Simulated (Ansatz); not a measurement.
Relaxation of the cluster Na₂Pb₃⁺ with UKS PBE0-D4/def2-SVP.

```sh
$ ansatz run in.yaml --threads 4 --pin off --events-out ev --progress --plain --max-ram 4787MiB
```

```yaml
crystal:
  periodic: [false, false, false]
  atoms:
    - {symbol: Na, position_ang: [-0.204470, 1.537800, 1.204420]}
    - {symbol: Na, position_ang: [1.798230, -0.600930, -0.506590]}
    - {symbol: Pb, position_ang: [-1.271170, -0.740480, -0.560430]}
    - {symbol: Pb, position_ang: [-0.129410, -1.687270, 1.930040]}
    - {symbol: Pb, position_ang: [-0.193190, 1.490880, -2.067440]}
basis:
  gaussian: {orbitals: def2-SVP}
total_charge: 1
magnetization: {spin_polarized: true, initial_magnetization: 1}
hamiltonian: {xc: pbe0, dispersion: d4}
scf: {lower_state_search: "off"}
output: {orbitals: {seedname: orbitals}}
relax: {f_tol: 0.02, max_steps: 100}
```

Hardware: 4 threads of Arm Neoverse V2 on a shared host. Wall time 43 s.

Positions (Å) and forces (eV/Å) at steps 1, 2, 3, 4, 5, 7, 10 of 10:

```xyz
5
step=1 energy=-24566.1405 eV
Na   -0.204    1.538    1.204   -0.299    0.636    0.532
Na    1.798   -0.601   -0.507    0.701   -0.418   -0.338
Pb   -1.271   -0.740   -0.560   -0.078   -0.041   -0.042
Pb   -0.129   -1.687    1.930   -0.157   -0.186    0.064
Pb   -0.193    1.491   -2.067   -0.167    0.010   -0.216
5
step=2 energy=-24566.3741 eV
Na   -0.296    1.645    1.294   -0.228    0.367    0.307
Na    1.904   -0.702   -0.588    0.388   -0.282   -0.228
Pb   -1.241   -0.722   -0.549   -0.056   -0.036   -0.022
Pb   -0.151   -1.700    1.923   -0.051   -0.111    0.088
Pb   -0.216    1.479   -2.081   -0.053    0.063   -0.145
5
step=3 energy=-24566.5257 eV
Na   -0.431    1.754    1.387   -0.169    0.154    0.131
Na    2.000   -0.837   -0.696    0.142   -0.174   -0.139
Pb   -1.209   -0.704   -0.535    0.049    0.032    0.016
Pb   -0.148   -1.707    1.940   -0.009   -0.009    0.005
Pb   -0.212    1.494   -2.096   -0.012   -0.004   -0.012
5
step=4 energy=-24566.6034 eV
Na   -0.591    1.838    1.459   -0.115    0.047    0.042
Na    2.057   -0.983   -0.812    0.025   -0.101   -0.080
Pb   -1.164   -0.677   -0.516    0.014    0.006    0.009
Pb   -0.119   -1.685    1.948    0.037    0.012    0.031
Pb   -0.183    1.506   -2.079    0.039    0.037   -0.002
5
step=5 energy=-24566.6457 eV
Na   -0.767    1.903    1.515   -0.063   -0.021   -0.014
Na    2.085   -1.135   -0.932   -0.043   -0.042   -0.032
Pb   -1.117   -0.650   -0.495    0.005    0.001    0.005
Pb   -0.068   -1.651    1.967    0.050    0.037    0.013
Pb   -0.132    1.532   -2.053    0.051    0.025    0.029
5
step=7 energy=-24566.7005 eV
Na   -1.120    1.896    1.521   -0.014    0.010    0.007
Na    1.976   -1.400   -1.139    0.007   -0.013   -0.010
Pb   -1.111   -0.645   -0.494   -0.084   -0.051   -0.035
Pb    0.157   -1.422    1.949    0.045    0.010    0.039
Pb    0.098    1.571   -1.837    0.046    0.044    0.000
5
step=10 energy=-24566.7177 eV
Na   -1.361    1.884    1.513    0.000   -0.001   -0.001
Na    1.890   -1.577   -1.278   -0.001    0.000    0.000
Pb   -1.160   -0.674   -0.515    0.008    0.004    0.003
Pb    0.343   -1.203    1.892   -0.003   -0.001   -0.003
Pb    0.287    1.569   -1.612   -0.003   -0.003    0.000
```

In the def2 sets Pb takes a core potential; there is no spin–orbit coupling. The relaxation made no stability test and no search for a lower SCF solution. Another isomer (doublet) lies 0.44 eV lower at PBE0-D4/def2-TZVP; other spin states weren't run for this one.
